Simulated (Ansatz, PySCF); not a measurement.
Cl₂O₂W, multiplicity 1. Atoms are numbered in the order given.

```xyz
5

W      0.0000     0.0000     0.2086
O      0.0000     1.3640     1.2293
O      0.0000    -1.3640     1.2293
Cl    -1.9152     0.0000    -1.0326
Cl     1.9152     0.0000    -1.0326
```

Geometry optimised at B3LYP-D3(BJ)/def2-SVP. The multiplicity is an assumed one; no other spin state was optimised. The isomer is the one that the SMILES or the coordinates give; other isomers of the formula were not compared. The def2 effective core potentials stand for the cores of W; spin–orbit coupling is left out.

Vertical ionisation energy (IE) and electron affinity (EA) in eV. Rows of orbital energies are one-electron estimates. Where ΔSCF, EOM or ADC give a negative EA the extra electron is unbound and the value depends on the basis.

| level | IE | EA |
|---|---|---|
| −ε(HOMO), −ε(LUMO), ωB97X/def2-TZVP (PySCF) | 12.21 | 1.44 |
| −ε(HOMO), −ε(LUMO), PBE/def2-TZVP (PySCF) | 8.13 | 4.10 |
| ΔSCF, CAM-B3LYP/def2-TZVPD (Ansatz), final states of multiplicity 2 and 2 | 11.81 | 1.83 |
| ΔSCF, PBE/def2-TZVPD (Ansatz), final states of multiplicity 2 and 2 | 11.26 | 1.29 |

Question: What vertical singlet–triplet gap does ΔSCF give with CAM-B3LYP/def2-TZVPD (Ansatz, a program for electronic structure) and with PBE/def2-TZVPD (Ansatz)? (The exact figures need the calculation; the answer reports its results.)

Answer: 4.02 and 4.13 eV (triplet above singlet where positive).
